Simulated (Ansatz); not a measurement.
Consider the formal exchange of groups at the Si–Br bond: `[SiH3]C[SiH2]Br` + `CI` → `[SiH3]C[SiH2]I` + `CBr`.

Gas-phase electronic energies from Ansatz, PBE0-D4/def2-TZVP geometries. CCSD(T)/CBS adds triple-zeta CCSD(T) − MP2 to the extrapolated MP2 energy (def2 sets, frozen cores). DFT in def2-TZVPP. B3LYP here is the variant with VWN-RPA as its local correlation; programs differ in this. def2 core potentials past Kr. For Br, I outer-core shells are correlated without core-valence functions, which leaves a few kJ/mol of doubt a bond. Scalar relativity is left out up to krypton. One conformer a species, not always the lowest.

```json
{"level": "PBE-D4", "ΔE (kJ/mol)": "16.5", "difference from CCSD(T)/CBS": "-5.0"}
{"level": "r2SCAN-D4", "ΔE (kJ/mol)": "19.1", "difference from CCSD(T)/CBS": "-2.4"}
{"level": "ωB97X-V", "ΔE (kJ/mol)": "18.5", "difference from CCSD(T)/CBS": "-3.0"}
{"level": "ωB97M-V", "ΔE (kJ/mol)": "19.8", "difference from CCSD(T)/CBS": "-1.7"}
{"level": "PBE", "ΔE (kJ/mol)": "17.1", "difference from CCSD(T)/CBS": "-4.4"}
{"level": "r2SCAN", "ΔE (kJ/mol)": "19.2", "difference from CCSD(T)/CBS": "-2.3"}
{"level": "PBE0", "ΔE (kJ/mol)": "17.0", "difference from CCSD(T)/CBS": "-4.5"}
{"level": "B3LYP", "ΔE (kJ/mol)": "20.1", "difference from CCSD(T)/CBS": "-1.4"}
{"level": "HF/def2-TZVPP", "ΔE (kJ/mol)": "19.7", "difference from CCSD(T)/CBS": "-1.8"}
{"level": "MP2/def2-TZVPP", "ΔE (kJ/mol)": "18.9", "difference from CCSD(T)/CBS": "-2.6"}
{"level": "SCS-MP2/def2-TZVPP", "ΔE (kJ/mol)": "19.9", "difference from CCSD(T)/CBS": "-1.6"}
{"level": "CCSD/def2-TZVPP", "ΔE (kJ/mol)": "20.1", "difference from CCSD(T)/CBS": "-1.4"}
{"level": "HF/def2-QZVPP", "ΔE (kJ/mol)": "19.9", "difference from CCSD(T)/CBS": "-1.6"}
{"level": "MP2/def2-QZVPP", "ΔE (kJ/mol)": "19.9", "difference from CCSD(T)/CBS": "-1.6"}
{"level": "MP2/CBS(def2)", "ΔE (kJ/mol)": "20.4", "difference from CCSD(T)/CBS": "-1.1"}
{"level": "CCSD/CBS(def2)", "ΔE (kJ/mol)": "21.6", "difference from CCSD(T)/CBS": "0.1"}
{"level": "CCSD(T)/CBS", "ΔE (kJ/mol)": "21.5", "difference from CCSD(T)/CBS": "0"}
```

Largest T1 diagnostic among the species: 0.009.
